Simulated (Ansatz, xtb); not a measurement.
## Ligand exchange: SiH(SH)3 + BH2(SH) → Si(SH)4 + BH3

Gas-phase species: SiH(SH)3, singlet; BH2(SH), singlet; Si(SH)4, singlet; BH3 `B`, singlet. The partners trade H for SH: Si–H and B–SH bonds give way to Si–SH and B–H.

Shapes, held fixed at every level: PBE0-D4/def2-TZVP. Flexible molecules stand in one conformer, not always the lowest. Programs: Ansatz 0.2.0, xtb 6.7.1. The zero-point and thermal change to 298 K, harmonic and unscaled (PBE0-D4/def2-TZVP), is -2.4 kJ/mol.

| level | kind | ΔH(298 K) (kJ/mol) | less CCSD(T)/CBS estimate |
| --- | --- | --- | --- |
| GFN1-xTB | semi-empirical | +65.1 | +33.1 |
| HF/def2-SVP | Hartree–Fock | +39.5 | +7.5 |
| HF/def2-TZVPP | Hartree–Fock | +31.8 | -0.2 |
| PBE0-D4/def2-TZVPP | global hybrid | +35.6 | +3.6 |
| wB97X-V/def2-TZVPP | range-separated hybrid | +33.0 | +1.0 |
| CCSD(T)/def2-SVP | coupled cluster or CI | +52.7 | +20.7 |
| CCSD/def2-SVP | coupled cluster or CI | +50.8 | +18.8 |
| CCSD(T)/def2-TZVPP | coupled cluster or CI | +35.9 | +3.9 |
| CCSD(T)/CBS estimate | coupled cluster or CI | +32.0 | 0.0 |

The highest level, CCSD(T)/CBS estimate, gives ΔH(298 K) = +32.0 kJ/mol; the levels span +31.8 to +65.1. The column of differences is taken from that level and isn't an error. No measured value is set beside it here. The CBS estimate extrapolates MP2 from def2-TZVPP and def2-QZVPP and adds CCSD(T) − MP2 in the triple-zeta set, cores frozen.
